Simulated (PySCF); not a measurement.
# Exercise with solution: oscillator strength and radiative lifetime

H2Si2, SMILES [SiH2]=[Si] (connectivity only; charge and spin as stated), neutral, multiplicity 1.

Geometry optimised at TPSSh-D3(BJ)/def2-TZVP. The isomer is the one that the SMILES or the coordinates give; other isomers of the formula were not compared.

TDA-ωB97X/def2-TZVPD in PySCF puts the first singlet state with f over 0.02 at 4.11 eV (vertical), with the transition dipole (0.000, 0.000, -1.650) in atomic units.

Q: Find the oscillator strength, the wavelength and the radiative lifetime that this transition would have in vacuum if emission retraced absorption.

A: 
|μ|² = 2.7225 au, so |μ| = 4.19 D. ΔE = 4.11/27.211 = 0.1510 hartree. f = (2/3) ΔE |μ|² = 0.274 (the program prints 0.274).
λ = 1239.84/4.11 = 302 nm; ν = 33149 cm⁻¹.
Einstein's coefficient A = 0.6670 ν² f s⁻¹ (ν in cm⁻¹) = 2.0e8 s⁻¹, so τ = 1/A = 5.0 ns. This state is S3; the lower singlets have f = 0.000, 0.007. The figure is the radiative limit of this one transition; relaxation, internal conversion, crossing to triplets and a medium change what is measured.
